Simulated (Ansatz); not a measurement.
`C=CC#N` + `[Cl][SnH]([Cl])[Cl]` → `N#[C][Sn]([Cl])([Cl])[Cl]` + `C=C` at 298.15 K and 1 bar (formal exchange of groups at a C–C bond).

Computed with Ansatz on PBE0-D4/def2-TZVP structures; ΔE is electronic, products minus reactants. CBS: MP2 limit from def2 TZ/QZ plus the TZ coupled-cluster correction, frozen cores. This one scheme is used for every species. Elements past krypton have def2 core potentials. For Sn outer-core shells are correlated without core-valence functions, which leaves a few kJ/mol of doubt a bond.

| species | CCSD(T)/CBS energy (Eh) | H − E (kJ/mol) | S (J/(mol·K)) |
| --- | --- | --- | --- |
| `C=CC#N` | -170.61843 | 147.1 | 272.6 |
| `[Cl][SnH]([Cl])[Cl]` | -1594.09169 | 46.6 | 345.5 |
| `N#[C][Sn]([Cl])([Cl])[Cl]` | -1686.23005 | 55.2 | 395.9 |
| `C=C` | -78.48111 | 144.6 | 218.9 |

H − E and S are ideal-gas, rigid-rotor, harmonic terms from PBE0-D4/def2-TZVP. 1 Eh = 2625.50 kJ/mol, R = 8.31446 J/(mol·K).

Question: By hand: ΔE, ΔH, ΔS and ΔG.

Answer: ΔE = (-1686.23005) + (-78.48111) − (-170.61843) − (-1594.09169) = -0.00104 Eh = -2.7 kJ/mol. Δ(H − E) = 55.2 + 144.6 − 147.1 − 46.6 = 6.1, so ΔH = 3.4 kJ/mol. ΔS = 395.9 + 218.9 − 272.6 − 345.5 = -3.3 J/(mol·K). ΔG = 3.4 − 298.15 × (-3.3)/1000 = 4.4 kJ/mol.

Question: By hand: the equilibrium constant, and the temperature at which ΔG would vanish if ΔH and ΔS stayed fixed.

Answer: log₁₀ K = −ΔG/(RT ln 10) = -0.8. ΔH and −TΔS have one sign here, so there is no such temperature. One of them is within its doubt of zero, so this could turn.

The number of gas molecules stays the same, so ΔS is small and ΔH decides. The sign of ΔG lies within the doubt. A doubt of 5 kJ/mol in ΔE shifts log₁₀ K by 0.9 here. These are equilibria of isolated gas molecules and say nothing of rates. Largest T1 diagnostic: 0.014 (customary marks: 0.02 for closed shells, 0.045 for open ones).
